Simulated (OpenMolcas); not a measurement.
# Cu VI: effect of the level shift or regulariser

* Program: OpenMolcas
* Basis: ANO-RCC-VQZP [7s6p4d3f2g1h]
* Scalar Hamiltonian: DKH2, point nucleus
* Active space: 6 electrons in 5 orbitals (3d)
* State averaging: 2S+1 = 5 even, 5 roots; 2S+1 = 3 even, 45 roots; 2S+1 = 1 even, 50 roots
* Spin-orbit coupling: state interaction with AMFI integrals over the reference wave functions, term energies averaged over their components

Methods on the same reference wave functions:
A. CASSCF
B. MS-CASPT2, IPEA 0.25 Eh, imaginary shift 0.1 Eh (closed shells correlated: 3s 3p)
C. MS-CASPT2, IPEA 0.25 Eh, real shift 0.2 Eh (closed shells correlated: 3s 3p)

Energies in cm⁻¹ above 3d⁶ ⁵D₄, the measured ground level; measured values from Sugar and Musgrove, J. Phys. Chem. Ref. Data 19, 527 (1990).

```csv
Level,A,B,C,Measured
3d⁶ ⁵D₄,0.0,0.0,0.0,0.0
3d⁶ ⁵D₃,1122,1130,1130,1196
3d⁶ ⁵D₂,1890,1886,1886,1987
3d⁶ ⁵D₁,2379,2370,2370,2490
3d⁶ ⁵D₀,2618,2600,2600,2733
3d⁶ ³H₆,32906,30850,30850,30418
3d⁶ ³H₅,33439,31330,31330,31009
3d⁶ ³H₄,33790,31540,31550,31288
3d⁶ ³P₂(1),35705,29310,29320,29285
3d⁶ ³F₄(1),37528,32980,32980,32756
3d⁶ ³F₃(1),38177,33480,33480,33296
3d⁶ ³F₂(1),38681,33900,33910,33740
3d⁶ ³P₁(1),38985,32590,32600,32685
3d⁶ ³P₀(1),40205,33800,33810,33868
3d⁶ ³G₅,41535,37800,37800,37378
3d⁶ ³G₄,42646,38820,38820,38469
3d⁶ ³G₃,43039,39180,39190,38907
3d⁶ ¹I₆,49776,47100,47100,46406
3d⁶ ¹G₄(1),52770,48490,48490,47612
3d⁶ ³D₁,53546,47150,47150,46848
3d⁶ ³D₂,53552,47090,47100,46714
3d⁶ ³D₃,53882,47470,47480,47119
3d⁶ ¹S₀(1),61157,54250,54260,53787
3d⁶ ¹D₂(1),65139,55750,55760,54747
```

Deviations, from unrounded energies. A percentage is the sum of absolute deviations over the sum of measured energies, with the sign that they share, or ± where signs differ.

| Against measurement | Levels | A | B | C |
| --- | --- | --- | --- | --- |
| mean absolute deviation (cm-1) | 23 | 4400 | 320 | 320 |
| fine structure of the ground term (%) | 4 | -4.7 | -5.0 | -5.0 |
| other terms of the ground configuration (%) | 19 | +13.4 | ±0.9 | ±0.9 |

B, C lie about equally close to measurement and A furthest from it. The largest miss of B in the table is 3d⁶ ¹D₂(1), by +1000 cm-1. The ranking rests on the paired levels alone, and a cruder setting can come out closer through cancelling errors.

Between B and C the level of the table that moves most is 3d⁶ ¹S₀(1), by 8.3 cm-1 (lowest in B, highest in C). Moves below CASPT2's spread within the term are not significant.

The two smallest mean deviations differ by little beside CASPT2's spread within terms, so their order carries little weight.

From A to B the spin-free energies of the other terms of 3d⁶ shown, above ⁵D, scale by factors of 0.82 to 0.94, as is usual when dynamic correlation screens the repulsion within a d or f shell.

The lowest spin-free term lies below A's lowest term by 0.535 hartree in B, 0.534 hartree in C.

CASPT2 does not keep the components of a term degenerate, so their means are used; among the terms shown or strongly mixed into the levels shown the widest spread is 1000 cm-1 (3d⁶ ¹I, B). Without dynamic correlation excited terms often stand tens of per cent too high (terms of higher spin than the ground term too low), and those without a measured partner can miss by more than the paired ones (holds for A). Some levels mix across a computed gap that differs much from the measured one, so their mixing is not that of the real levels (holds for A). The CASPT2 spread within a term exceeds the gap to the next term for 3d⁶ ¹I and 3d⁶ ³D, so the order of their levels is uncertain (holds for B; C). Computed and measured levels are paired by configuration, term and J; levels that our copy of the source lacks, or whose pairing is in doubt (as where it misses far off the trend of its configuration), stay unpaired and out of the deviations. Only configurations of the active space appear. The table leaves out levels that lie high or whose names do not pair safely across all columns.

A number in round brackets counts repeated terms of one configuration in the order of the reference energies.
